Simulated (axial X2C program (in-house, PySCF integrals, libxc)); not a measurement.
MoH⁺: cheaper levels and CCSD(T), with spin–orbit coupling

Computed with an in-house relativistic program for diatomic molecules. Two-component (2c) means X2C with spin–orbit coupling and atomic mean-field two-electron Coulomb and Gaunt terms. Basis: Mo dyall-cv3z [11s12p9d5f3g], H dyall-v3z [6s2p1d] (cores contracted in-house); Gaussian nuclei, density fitting, unrestricted open shells. Masses: Mo 97.905 u, H 1.008 u.

State: Ω = 2 (⟨Sz⟩ = 2.00, ⟨Lz⟩ = 0.00 at HF); fragments Mo+ + H.

```json
{"level": "PBE0", "Re (Å)": "1.665", "ωe (cm⁻¹)": "1942.2", "De (eV)": "1.85"}
{"level": "HF", "Re (Å)": "1.710", "ωe (cm⁻¹)": "1817.8", "De (eV)": "0.624"}
{"level": "CCSD", "Re (Å)": "1.667", "ωe (cm⁻¹)": "1966.2", "De (eV)": "1.78"}
{"level": "M06", "Re (Å)": "1.669", "ωe (cm⁻¹)": "1937.8", "De (eV)": "2.02"}
```

Correlated methods: 14 electrons correlated (number of frozen shells: Mo 3 s, 2 p, 1 d; H none), 226 virtual spin orbitals or spinors in MP2, 90 natural virtuals in coupled cluster.

CCSD(T), same Hamiltonian and basis:

Re = 1.667 Å, ωe = 1963.3 cm⁻¹, De = 1.85 eV; T1 = 0.019 (Lee–Taylor normalisation).

Question: Give the differences from CCSD(T) in the columns below.

Answer: 

| level | ΔRe (Å) | Δωe (cm⁻¹) | ΔDe (eV) |
| --- | --- | --- | --- |
| PBE0 | -0.002 | -21 | 0.00 |
| HF | 0.043 | -146 | -1.23 |
| CCSD | 0.000 | 3 | -0.07 |
| M06 | 0.002 | -26 | 0.17 |

The state is one determinant whose occupation by symmetry is held fixed; it was picked as the lowest of a PBE0 search that is not exhaustive. De is counted from the lowest determinant-based energies of the atoms at the same level, without counterpoise correction. Density functionals use the spin component along the axis (collinear). CCSD and (T) use frozen natural virtuals with an MP2 correction for the truncation; (T) itself is uncorrected, so its De runs slightly low. With several unpaired electrons one determinant need not be a pure state. Open-shell Ω = 0 determinants with evenly filled partner blocks cannot be reached by this program, so the Ω shown need not be the lowest component. The determinant is spin-polarised beyond a pure state at some levels (its spin-free form has ⟨S²⟩ too high), which makes Re and μ there less reliable.
